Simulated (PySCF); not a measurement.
Compound: C7H9NOSi.
Numbering: `[O:1]=[CH:2][c:3]1[cH:4][cH:5][c:6]([NH:7][SiH3:8])[cH:9][cH:10]1` (hydrogens: H11 on C2; H12 on C4; H13 on C5; H14 on N7; H15, H16, H17 on Si8; H18 on C9; H19 on C10)

Computed geometry: GFN2-xTB, gas phase.

(1) List the bond lengths, angles and torsions at this level.

Answers

(1) 
```tsv
bond	length (Å)	order
O1=C2	1.208	double
C2–C3	1.456	single
C3–C4, C3–C10	1.398	aromatic
C4–C5, C9–C10	1.374	aromatic
C5–C6, C6–C9	1.401	aromatic
C6–N7	1.368	single
N7–Si8	1.738	single
C2–H11	1.110	single
C4–H12, C10–H19	1.080	single
C5–H13, C9–H18	1.080	single
N7–H14	1.009	single
Si8–H15, Si8–H16, Si8–H17	1.463	single
```

Bonds in one row agree within 0.01 Å and their mean is given. Orders are formal, as drawn. A selection of angles:
```tsv
angle	degrees
O1–C2–C3	125.8
C2–C3–C4	120.3
C2–C3–C10	121.0
C4–C3–C10	118.7
C3–C4–C5	120.7
C4–C5–C6	120.7
C5–C6–N7	120.2
C5–C6–C9	118.6
N7–C6–C9	121.3
C6–N7–Si8	128.9
H14–N7–C6	112.8
H14–N7–Si8	118.3
```

Dihedral angles: O1–C2–C3–C4 0° (synperiplanar); C5–C6–N7–Si8 -179° (antiperiplanar).

The 6-membered ring C3–C4–C5–C6–C9–C10 has internal angles of 118.6° to 120.8° (sum 720°, against 720° for a flat polygon); it is planar, 0.00 Å rms from its mean plane, widest ring torsion 0°. The 7 C–C bonds span 1.373 Å (C4–C5, aromatic) to 1.456 Å (C2–C3, drawn single), a spread of 0.083 Å. Of the pairs four or more bonds apart, Si8···H18 is among the closest relative to their van der Waals radii: 2.76 Å, 84 % of the sum of Bondi's values. The 10 heavy atoms lie in one plane (0.006 Å rms). Si8 (SiH3 silicon) is distorted tetrahedral (angles from 102.8° to 111.9°). N7 (silicon-bound nitrogen) is planar (angles 128.9°, 118.3° and 112.8°, sum 360.0°, 0.00 Å off the plane of its three neighbours).

Point group: Cs (tolerance 0.08 Å). No GFN2-xTB frequencies stand behind this structure, so it isn't proved a minimum. One conformer, not necessarily the lowest.
